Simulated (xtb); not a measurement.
A run for xtb: GFN1-xTB on HfN, 2S+1 = 2, a spin state set in the input, which need not be the lowest, a point of a bond scan (R = 1.675 Å).

```
$ xtb mol.xyz --gfn 1 --sp --chrg 0 --uhf 1
2

Hf     0.00000000     0.00000000     0.00000000
N      0.00000000     0.00000000     1.67534700
```

Output:

```
[...]
           -------------------------------------------------
          |                Calculation Setup                |
           -------------------------------------------------



           -------------------------------------------------
          |                 G F N 1 - x T B                 |
           -------------------------------------------------

        Reference                      10.1021/acs.jctc.7b00118
      * Hamiltonian:
        H0-scaling (s, p, d)           1.850000    2.250000    2.000000
        zeta-weighting                 0.000000
      * Dispersion:
        s8                             2.400000
        a1                             0.630000
        a2                             5.000000
        s9                             0.000000
      * Repulsion:
        kExp                           1.500000
        rExp                           1.000000
      * Coulomb:
        alpha                          2.000000
        third order                    atomic
        anisotropic                    false
      * Halogen bond correction:
        rad-scale                      1.300000
        damping                        0.440000


          ...................................................
          :                      SETUP                      :
          :.................................................:
          :  # basis functions                  14          :
          :  # atomic orbitals                  13          :
          :  # shells                            5          :
          :  # electrons                         9          :
          :  # halogen bonds                     0          :
          :  max. iterations                   250          :
          :  Hamiltonian                  GFN1-xTB          :
          :  restarted?                      false          :
          :  GBSA solvation                  false          :
          :  PC potential                    false          :
          :  electronic temp.          300.0000000     K    :
          :  accuracy                    1.0000000          :
          :  -> integral cutoff          0.2500000E+02      :
          :  -> integral neglect         0.1000000E-07      :
          :  -> SCF convergence          0.1000000E-05 Eh   :
          :  -> wf. convergence          0.2000000E-04 e    :
          :  Broyden damping             0.4000000          :
          :  net charge                          0          :
          :  unpaired electrons                  1          :
          ...................................................

 iter      E             dE          RMSdq      gap      omega  full diag
   1     -3.4662143 -0.346621E+01  0.163E+01    0.47       0.0  T
   2     -3.1720005  0.294214E+00  0.223E+01    0.85       1.0  T
   3     -3.7833129 -0.611312E+00  0.144E+01    0.83       1.0  T
   4     -1.6724154  0.211090E+01  0.603E+01    0.00       1.0  T
   5     -1.8320720 -0.159657E+00  0.521E+01    0.00       1.0  T
   6     -3.9642764 -0.213220E+01  0.863E+00    0.63       1.0  T
   7     -3.9050060  0.592704E-01  0.946E+00    0.82       1.0  T
   8     -4.1430708 -0.238065E+00  0.154E+00    0.73       1.0  T
   9     -4.1426305  0.440255E-03  0.156E+00    0.75       1.0  T
  10     -4.1451932 -0.256267E-02  0.109E+00    0.74       1.0  T
  11     -4.1452699 -0.767209E-04  0.983E-01    0.74       1.0  T
  12     -4.1430969  0.217304E-02  0.119E+00    0.73       1.0  T
  13     -4.1439924 -0.895593E-03  0.986E-01    0.73       1.0  T
  14     -4.1437573  0.235193E-03  0.967E-01    0.73       1.0  T
  15     -4.1452551 -0.149789E-02  0.258E-01    0.74       1.0  T
  16     -4.1452839 -0.287967E-04  0.124E-01    0.74       1.0  T
  17     -4.1453105 -0.265155E-04  0.804E-03    0.74       8.8  T
  18     -4.1453104  0.518818E-07  0.464E-03    0.74      15.2  T
  19     -4.1453105 -0.518764E-07  0.188E-04    0.74     375.7  T
  20     -4.1453105 -0.722942E-10  0.102E-05    0.74    6925.2  T

   *** convergence criteria satisfied after 20 iterations ***

         #    Occupation            Energy/Eh            Energy/eV
      -------------------------------------------------------------
         1        2.0000           -0.6040876             -16.4381
         2        2.0000           -0.3268458              -8.8939
         3        2.0000           -0.3187034              -8.6724
         4        2.0000           -0.3187034              -8.6724
         5        1.0000           -0.2575256              -7.0076 (HOMO)
         6        0.0000           -0.2302844              -6.2664 (LUMO)
         7        0.0000           -0.2302844              -6.2664
         8                         -0.2108876              -5.7385
         9                         -0.2108876              -5.7385
        10                         -0.1457634              -3.9664
       ...                                ...                  ...
        13                          0.4918243              13.3832
      -------------------------------------------------------------
                  HL-Gap            0.0272412 Eh            0.7413 eV
             Fermi-level           -0.2660053 Eh           -7.2384 eV

 SCC (total)                   0 d,  0 h,  0 min,  0.003 sec
 SCC setup                      ...        0 min,  0.000 sec (  3.611%)
 Dispersion                     ...        0 min,  0.000 sec (  1.652%)
 classical contributions        ...        0 min,  0.000 sec (  1.119%)
 integral evaluation            ...        0 min,  0.001 sec ( 18.095%)
 iterations                     ...        0 min,  0.002 sec ( 56.648%)
 molecular gradient             ...        0 min,  0.000 sec ( 14.608%)
 printout                       ...        0 min,  0.000 sec (  3.770%)

         :::::::::::::::::::::::::::::::::::::::::::::::::::::
         ::                     SUMMARY                     ::
         :::::::::::::::::::::::::::::::::::::::::::::::::::::
         :: total energy              -4.043154593741 Eh    ::
         :: gradient norm              0.363008361787 Eh/a0 ::
         :: HOMO-LUMO gap              0.741270862816 eV    ::
         ::.................................................::
         :: SCC energy                -4.145310458677 Eh    ::
         :: -> electrostatic           0.096333606871 Eh    ::
         :: repulsion energy           0.102466307094 Eh    ::
         :: dispersion energy         -0.000310442158 Eh    ::
         :: halogen bond corr.         0.000000000000 Eh    ::
         :: add. restraining           0.000000000000 Eh    ::
         :: total charge               0.000000000001 e     ::
         :::::::::::::::::::::::::::::::::::::::::::::::::::::

           -------------------------------------------------
          |                Property Printout                |
           -------------------------------------------------

    * Orbital Energies and Occupations

         #    Occupation            Energy/Eh            Energy/eV
      -------------------------------------------------------------
         1        2.0000           -0.6040876             -16.4381
         2        2.0000           -0.3268458              -8.8939
         3        2.0000           -0.3187034              -8.6724
         4        2.0000           -0.3187034              -8.6724
         5        1.0000           -0.2575256              -7.0076 (HOMO)
         6        0.0000           -0.2302844              -6.2664 (LUMO)
         7        0.0000           -0.2302844              -6.2664
         8                         -0.2108876              -5.7385
         9                         -0.2108876              -5.7385
        10                         -0.1457634              -3.9664
Note: The following floating-point exceptions are signalling: IEEE_DENORMAL
normal termination of xtb
        11                         -0.1069841              -2.9112
        12                         -0.1069841              -2.9112
        13                          0.4918243              13.3832
      -------------------------------------------------------------
                  HL-Gap            0.0272412 Eh            0.7413 eV
             Fermi-level           -0.2660053 Eh           -7.2384 eV

  Mulliken/CM5 charges         n(s)   n(p)   n(d)
     1Hf    0.74606  1.31501   1.047  0.939  1.267
     2N    -0.74606 -1.31501   1.598  4.148  0.000

Wiberg/Mayer (AO) data.
largest (>0.10) Wiberg bond orders for each atom

 ---------------------------------------------------------------------------
     #   Z sym  total        # sym  WBO       # sym  WBO       # sym  WBO
 ---------------------------------------------------------------------------
     1  72 Hf   3.193 --     2 N    3.193
     2   7 N    3.193 --     1 Hf   3.193
 ---------------------------------------------------------------------------

Topologies differ in total number of bonds
Writing topology from bond orders to xtbtopo.mol

 dipole moment from electron density (au)
     X       Y       Z
   0.0000  -0.0000  -3.8711  total (Debye):    9.839


           -------------------------------------------------
          | TOTAL ENERGY               -4.043154593741 Eh   |
          | GRADIENT NORM               0.363008361787 Eh/α |
          | HOMO-LUMO GAP               0.741270862816 eV   |
           -------------------------------------------------

------------------------------------------------------------------------
------------------------------------------------------------------------
 total:
 SCF:
```

The run finished.

Cost: roughly 0.05 core-seconds.
